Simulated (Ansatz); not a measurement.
Abridged output of a molecular run in Ansatz:

```
Functional definition: HF
1673 factors; integrals over basis functions are off by at most 1.1e-3 eV
mean field evaluation 1: about -24938.1495 eV, gradient 2.7e1 eV
mean field evaluation 2: about -24938.3257 eV, gradient 2.8e1 eV
mean field evaluation 4: about -24940.8099 eV, gradient 3.4e0 eV
mean field evaluation 8: about -24940.8558 eV, gradient 2.0e-1 eV
mean field -24940.85597381 eV, -916.5595515182 hartree, gradient 2.4e-6 eV, S^2 0.000000; 0 other end points of the search recorded, 0 dependent functions left out
15 core orbitals not correlated: weight in the atoms' cores, before any rotation towards them, 1.000 or more for the frozen orbitals, at most 0.000 for the correlated occupied ones
reference -24940.85597381 eV, -916.5595515182 hartree; 18, 18 occupied and 230, 230 virtual orbitals, 1673 factors
second order -25.24507765 eV of doubles, -0.00000000 eV of singles
cycle   1  -25.04405787 eV  change    2.0e-1 eV  update   1.0e-1
cycle   2  -25.75390820 eV  change   -7.1e-1 eV  update   2.9e-2
cycle   3  -25.80583458 eV  change   -5.2e-2 eV  update   1.2e-2
cycle   4  -25.78967602 eV  change    1.6e-2 eV  update   2.9e-3
cycle   5  -25.79109117 eV  change   -1.4e-3 eV  update   1.3e-3
cycle   6  -25.79116487 eV  change   -7.4e-5 eV  update   2.8e-4
cycle   7  -25.79087917 eV  change    2.9e-4 eV  update   8.6e-5
cycle   8  -25.79088689 eV  change   -7.7e-6 eV  update   2.8e-5
perturbative correction -0.76224585 eV, -0.0280120182 hartree
Total energy: -24967.40910655 eV, -917.5353611481 hartree
```

Its atoms:

Z-matrix (Å, degrees):
```
Si
C 1 1.878
H 1 1.487 2 110.1
H 1 1.486 2 110.4 3 120.2
H 1 1.487 2 110.1 3 -119.6
Si 2 1.859 1 113.8 3 59.8
H 2 1.095 1 109.0 3 -178.6
H 2 1.095 1 109.0 3 -61.8
I 6 2.450 2 110.7 1 -179.9
H 6 1.483 2 111.2 1 -61.2
H 6 1.483 2 111.2 1 61.3
```

(1) Which basis set was used?
A. def2-TZVPPD
B. def2-TZVPP
C. cc-pV(Q+d)Z
D. def2-SVP

(2) Write the keys of the input that set method, charge and spin (a neutral closed shell needs none for the last two).

Results:

(1) B. It gives 263 functions.

(2) 
```yaml
correlation: {method: ccsd_t}
```
